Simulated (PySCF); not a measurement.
Al(F)(H)(SH) (AlFH2S), SMILES [SH][AlH][F].

Coordinates come from a ωB97X-D3(BJ)/def2-TZVP optimisation. Other conformers were not sampled.

Computed with ωB97X-D3(BJ)/def2-TZVP (PySCF).

Frequencies are harmonic and unscaled.

List the normal modes with their intensities. (Estimate from the structure and the level; the computed values follow.)


```tsv
mode	ν (cm⁻¹)	IR (km/mol)	moving atoms (share of kinetic energy)
1	188	16.2	F 48 %, Al 25 %, S 23 %
2	274	1.8	H 90 %
3	483	141.0	H 79 %, Al 17 %
4	496	18.5	S 36 %, Al 34 %, H 25 %
5	644	190.7	H 75 %, Al 14 %
6	698	9.5	H 88 %
7	852	177.6	F 51 %, Al 45 %
8	2015	142.8	H 96 %
9	2745	1.2	H 97 %
```
